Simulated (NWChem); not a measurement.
System: PbS, singlet; SMILES [S]=[Pb]

Program: NWChem. Low-valent species are run as closed-shell singlets; no triplet was tried in these runs. Coordinates come from a PBE0/def2-SVP optimisation. def2 effective core potentials on Pb; no spin-orbit coupling. Static field.

| level | basis functions | isotropic polarisability (bohr³) | anisotropy (bohr³) |
|---|---|---|---|
| CAM-B3LYP/def2-SVP | 44 | 48.1 | 47.5 |
| CAM-B3LYP/def2-SVPD | 59 | ___ | ___ |
| CAM-B3LYP/def2-TZVP | 87 | 56.8 | 51.5 |
| CAM-B3LYP/def2-TZVPD | 102 | 67.5 | 46.5 |

Problem. Fill in the missing entries.

Solution. 
- CAM-B3LYP/def2-SVPD, isotropic polarisability (bohr³): 66.7
- CAM-B3LYP/def2-SVPD, anisotropy (bohr³): 45.5
